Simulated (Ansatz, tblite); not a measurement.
Spin states of Cs3H3 (the lowest singlet isomer of a short search), each relaxed with PBE-D4/def2-TZVP in Ansatz. Electronic energies in the gas phase.

In the def2 sets Cs takes a core potential; there is no spin–orbit coupling. The xTB rows come from tblite. Correlated methods freeze no core orbitals; core or outer-core shells of Cs are correlated, in sets that lack core-valence functions. In CCSD on the charge 0 quintet the largest single amplitude is 0.23, so its Hartree–Fock determinant may place the open shell otherwise than the density functionals do. In the quintet geometry the species has come apart into loosely held pieces. The structure comes from a short search, and lower isomers may exist.

Singlet geometry:

Cartesian coordinates in Å:
```
Cs 1.361 -0.288 2.567
Cs -2.345 -1.634 -0.602
Cs 0.983 1.922 -1.965
H -0.823 -1.636 1.656
H -1.145 0.236 -2.176
H 1.968 1.401 0.519
```

Quintet geometry (C2 within 0.1 Å):

```csv
atom,x (Å),y (Å),z (Å)
Cs1,-0.435,3.050,2.762
Cs2,-0.634,-2.956,-2.826
Cs3,1.924,-0.182,0.121
H4,-4.989,0.475,-0.319
H5,1.932,-2.461,-1.202
H6,2.202,2.074,1.465
```

⟨S²⟩: quintet 6.02 at PBE0-D4/def2-TZVP (pure 6.00).

The triplet was relaxed too but is left out (at the level of its geometry, an occupied level 0.03 eV above an empty one); at PBE0-D4/def2-TZVP it lies 2.82 eV above the lowest shown. The quintet has fallen apart into loose fragments. The quintet has other bonds than the singlet, so the gap mixes isomer and spin.

| level | quintet − singlet (kcal/mol) | lowest of these |
| --- | --- | --- |
| GFN1-xTB | 220.4 | singlet |
| GFN2-xTB | 186.9 | singlet |
| HF/def2-TZVP | 96.1 | singlet |
| HF/def2-TZVPP | 96.8 | singlet |
| PBE-D4/def2-TZVP | 115.3 | singlet |
| BLYP-D4/def2-TZVP | 118.5 | singlet |
| r2SCAN-D4/def2-TZVP | 118.0 | singlet |
| PBE0-D4/def2-TZVP | 121.9 | singlet |
| CAM-B3LYP-D4/def2-TZVP | 134.5 | singlet |
| ωB97M-V/def2-TZVP | 142.5 | singlet |
| B2PLYP/def2-TZVP | 120.5 | singlet |
| PBE-QIDH/def2-TZVP | 125.1 | singlet |
| RPA@PBE/def2-TZVP | 98.3 | singlet |
| MP2/def2-TZVP | 115.3 | singlet |
| MP2/def2-TZVPP | 125.3 | singlet |
| CCSD/def2-TZVPP | 131.0 | singlet |
| CCSD(T)/def2-TZVPP | 130.1 | singlet |

Change of the quintet − singlet gap on mixing in exact exchange, in kcal/mol: PBE to PBE0 (25 % exact exchange) 6.6.

The xTB methods have no term that favours high spin, so they put low spin too low.
